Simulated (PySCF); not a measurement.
# Ionisation energy of Ni²⁺ by level of theory

Ni²⁺ [Ar] 3d8 (3F) → Ni³⁺ [Ar] 3d7 (4F), as a difference of total energies. Calculation: PySCF 2.14, in x2c-TZVPPall; the spin-free X2C one-electron Hamiltonian (Gaussian nucleus). Correlated levels: valence: [Ar] frozen. The calculations carry no spin-orbit coupling.

```
           method  ionisation energy (eV)  plus first-order spin-orbit estimate  error of that sum (eV)
              UHF                  32.601                                32.588                  -2.599
    MP2 (valence)                  34.835                                34.822                  -0.365
SCS-MP2 (valence)                  34.764                                34.751                  -0.436
   CCSD (valence)                  34.546                                34.533                  -0.654
CCSD(T) (valence)                  34.620                                34.607                  -0.580
```

Reference: 35.187 ± 0.019 eV (measured; NIST Atomic Spectra Database, ionization energies).

A first-order spin-orbit estimate (lowest level to lowest level, LS coupling) adds -0.013 eV.

Errors of the correlated levels include the incompleteness of this basis and the frozen core.
